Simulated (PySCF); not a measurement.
PySCF input (HF/def2-TZVPD):

```python
from pyscf import gto, scf, dft

mol = gto.M(
    atom='''
    B    -0.50431629    0.03250353    0.00283475
    Cl   -1.46871698   -1.41849179    0.02981416
    Cl   -1.27472396    1.59530845   -0.01439335
    Br    1.40457364   -0.09052574   -0.00789508
    ''',
    basis='def2-tzvpd',
    charge=0,
    spin=0,
    verbose=4,
)

mf = scf.RHF(mol).density_fit(auxbasis='def2-universal-jkfit')
mf.conv_tol = 1e-9
mf.max_cycle = 100
mf.max_memory = 1500
mf.kernel()
if not mf.converged:
    mf = mf.newton()
    mf.kernel(mf.make_rdm1())
mf.analyze()
```

End of the output:

```
Extra cycle  E= -3516.25030860443  delta_E= -4.55e-12  |g|= 2.05e-06  |ddm|= 6.39e-06
converged SCF energy = -3516.25030860443
**** SCF Summaries ****
Total Energy =                       -3516.250308604432576
Nuclear Repulsion Energy =             349.602946287378700
One-electron Energy =                -5583.253329506439513
Two-electron Energy =                 1717.400074614628693
Two-electron Coulomb Energy =         1866.156770524894682
DFT Exchange-Correlation Energy =     -148.756695910265989
HOMO-LUMO gap [eV] =                    12.789175232036584
**** MO energy ****
MO #1   energy= -490.041591692015  occ= 2
MO #2   energy= -104.86089282977   occ= 2
MO #3   energy= -104.860891557198  occ= 2
MO #4   energy= -65.1839202810489  occ= 2
MO #5   energy= -58.5387737188692  occ= 2
MO #6   energy= -58.5381288163336  occ= 2
MO #7   energy= -58.5378439320685  occ= 2
MO #8   energy= -10.5906571819918  occ= 2
MO #9   energy= -10.5906481697456  occ= 2
MO #10  energy= -9.85706401678946  occ= 2
MO #11  energy= -8.05739731998902  occ= 2
MO #12  energy= -8.05739718887122  occ= 2
MO #13  energy= -8.05629304379837  occ= 2
MO #14  energy= -8.05629090248826  occ= 2
MO #15  energy= -8.05609043751455  occ= 2
MO #16  energy= -8.05608940736202  occ= 2
MO #17  energy= -7.7748785264972   occ= 2
MO #18  energy= -7.46784109416598  occ= 2
MO #19  energy= -7.46380772524542  occ= 2
MO #20  energy= -7.46264628752126  occ= 2
MO #21  energy= -3.21005039139042  occ= 2
MO #22  energy= -3.20810051829834  occ= 2
MO #23  energy= -3.2066216349668   occ= 2
MO #24  energy= -3.20174182625059  occ= 2
MO #25  energy= -3.2016560893852   occ= 2
MO #26  energy= -1.1686169257208   occ= 2
MO #27  energy= -1.12163289859887  occ= 2
MO #28  energy= -1.04206956340592  occ= 2
MO #29  energy= -0.697606998455406 occ= 2
MO #30  energy= -0.604795536494904 occ= 2
MO #31  energy= -0.586840727170168 occ= 2
MO #32  energy= -0.545622841379686 occ= 2
MO #33  energy= -0.485425967000602 occ= 2
MO #34  energy= -0.481103577373238 occ= 2
MO #35  energy= -0.479130273987584 occ= 2
MO #36  energy= -0.445357921943844 occ= 2
MO #37  energy= -0.431071127151185 occ= 2
MO #38  energy= 0.0389223977150861 occ= 0
MO #39  energy= 0.0549467663106577 occ= 0
MO #40  energy= 0.058979293513473  occ= 0
MO #41  energy= 0.0604747280143049 occ= 0
MO #42  energy= 0.0744502452350585 occ= 0
MO #43  energy= 0.0830233973687746 occ= 0
MO #44  energy= 0.0850140388704146 occ= 0
MO #45  energy= 0.092365141871739  occ= 0
MO #46  energy= 0.0923772578089505 occ= 0
MO #47  energy= 0.0995948757879124 occ= 0
MO #48  energy= 0.129299305352732  occ= 0
MO #49  energy= 0.14981795393315   occ= 0
MO #50  energy= 0.188724374721952  occ= 0
MO #51  energy= 0.203860359701617  occ= 0
MO #52  energy= 0.210215590850803  occ= 0
MO #53  energy= 0.214534147995317  occ= 0
MO #54  energy= 0.215995446498998  occ= 0
MO #55  energy= 0.220647401304919  occ= 0
MO #56  energy= 0.236027030176936  occ= 0
MO #57  energy= 0.239552578215168  occ= 0
MO #58  energy= 0.266488976128344  occ= 0
MO #59  energy= 0.270309507076914  occ= 0
MO #60  energy= 0.271417848270806  occ= 0
MO #61  energy= 0.286051559011431  occ= 0
MO #62  energy= 0.286292695628889  occ= 0
MO #63  energy= 0.298125104984545  occ= 0
MO #64  energy= 0.310902085332638  occ= 0
MO #65  energy= 0.318004650321492  occ= 0
MO #66  energy= 0.32977096686652   occ= 0
MO #67  energy= 0.342962589424809  occ= 0
MO #68  energy= 0.34464023162145   occ= 0
MO #69  energy= 0.360445501969437  occ= 0
MO #70  energy= 0.363458931108028  occ= 0
MO #71  energy= 0.373660413908298  occ= 0
MO #72  energy= 0.381934096777415  occ= 0
MO #73  energy= 0.398066073294629  occ= 0
MO #74  energy= 0.438938007033681  occ= 0
MO #75  energy= 0.457229168571522  occ= 0
MO #76  energy= 0.475872466377415  occ= 0
MO #77  energy= 0.518721830626878  occ= 0
MO #78  energy= 0.536346343610899  occ= 0
MO #79  energy= 0.57086043158256   occ= 0
MO #80  energy= 0.57419575589548   occ= 0
MO #81  energy= 0.594157277729965  occ= 0
MO #82  energy= 0.610184404255639  occ= 0
MO #83  energy= 0.622746396326151  occ= 0
MO #84  energy= 0.62314544579583   occ= 0
MO #85  energy= 0.677279775050496  occ= 0
MO #86  energy= 0.682995544733353  occ= 0
MO #87  energy= 0.685857222337269  occ= 0
MO #88  energy= 0.718934156050695  occ= 0
MO #89  energy= 0.736585433312559  occ= 0
MO #90  energy= 0.752279171088574  occ= 0
MO #91  energy= 0.781981897882007  occ= 0
MO #92  energy= 0.785818710818723  occ= 0
MO #93  energy= 0.785852191690191  occ= 0
MO #94  energy= 0.79881669733618   occ= 0
MO #95  energy= 0.814660170737097  occ= 0
MO #96  energy= 0.828358053152048  occ= 0
MO #97  energy= 0.840482738843854  occ= 0
MO #98  energy= 0.842880313355697  occ= 0
MO #99  energy= 0.877219956474443  occ= 0
MO #100 energy= 0.883669145173967  occ= 0
MO #101 energy= 0.927414121840417  occ= 0
MO #102 energy= 0.986490468308401  occ= 0
MO #103 energy= 0.993888490754933  occ= 0
MO #104 energy= 1.00750059709387   occ= 0
MO #105 energy= 1.01983120011313   occ= 0
MO #106 energy= 1.20704226004249   occ= 0
MO #107 energy= 1.23060121565175   occ= 0
MO #108 energy= 1.26961840367766   occ= 0
[...]
```
